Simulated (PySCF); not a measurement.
## Unknowns

PySCF 2.14 calculation with PBE0/pcSseg-1 with gauge-including orbitals and structure optimised with GFN2-xTB; no solvent model, equivalent nuclei averaged, no relativistic terms, single conformer.

Shifts are taken against calculated references (same method and geometry level): $^{1}$H (σ = 31.72 ppm) and $^{13}$C (σ = 186.93 ppm) against TMS. Splittings of carbon signals by F and P are missing where no couplings were computed. Where no couplings were computed, multiplicities follow the n + 1 count of equivalent neighbours, and m marks all less simple cases (inequivalent or close neighbours, rings, F or P nearby). Shifts are as computed. Against solution values, carbons near 30 ppm lie about +3 ppm off and those near 130 ppm about +5 ppm. Of 1211 compounds with measured shifts, 218 miss one by over three times the rms of a fit or turn the order of signals round; such compounds aren't used in these exercises.

(1) C8H11OP. $^{1}$H NMR (600 MHz, computed): δ 2.46 (m, 4H), 2.25 (m, 4H), 2.12 (s, 3H). $^{13}$C{$^{1}$H} NMR (computed): δ 213.7 (C), 109.4 (C), 84.6 (C), 43.0 (CH2), 35.9 (CH2), 6.1 (CH3). Identify the compound.

(2) C8H15F. $^{1}$H NMR (600 MHz, computed): δ 4.55 (m, 1H), 2.19 (m, 2H), 1.85 (m, 2H), 1.46 (m, 2H), 1.18 (m, 2H), 1.02 (t, 3H), 0.80 (m, 1H), 0.78 (m, 2H). $^{13}$C{$^{1}$H} NMR (computed): δ 95.9 (CH), 42.3 (CH), 37.0 (CH2), 34.0 (CH2), 33.9 (CH2), 14.4 (CH3). Identify the compound.

## Answers

(1) `CC#CP1CCC(=O)CC1`. 6 carbon signals for 8 carbons: some carbons are equivalent by symmetry or fast rotation. Carbon types of the structure: 3 × C, 4 × CH2, 1 × CH3, which accounts for all hydrogens. δC 213.7: ketone carbonyl carbon; low-lying n→π* states of the double bond to the heteroatom give a large paramagnetic term (-274 ppm). δC 109.4, 84.6: alkyne carbon. δC 43.0: sp3 CH2 α to a carbonyl; the adjacent C=O deshields it moderately. δC 6.1: propargylic methyl carbon; aliphatic region, no heteroatom directly attached.

This is the structure that produced the data.

(2) SMILES C1C[C@H](CC)CC[C@H]1F. Rings plus π bonds: 1 (1 ring in the answer). 6 carbon signals for 8 carbons: some carbons are equivalent by symmetry or fast rotation. Carbon types of the structure: 2 × CH, 5 × CH2, 1 × CH3, which accounts for all hydrogens. δC 95.9: sp3 CH bonded to F; the inductive effect lowers its shielding. δC 42.3: sp3 CH in a ring; a saturated carbon with 3 carbon neighbours and no heteroatom attached. δC 37.0, 34.0: sp3 CH2 in a ring; saturated and bonded to C and H only. δH 1.02: hydrogen on a methyl carbon; far from electronegative atoms and π systems.

This is the structure that produced the data.
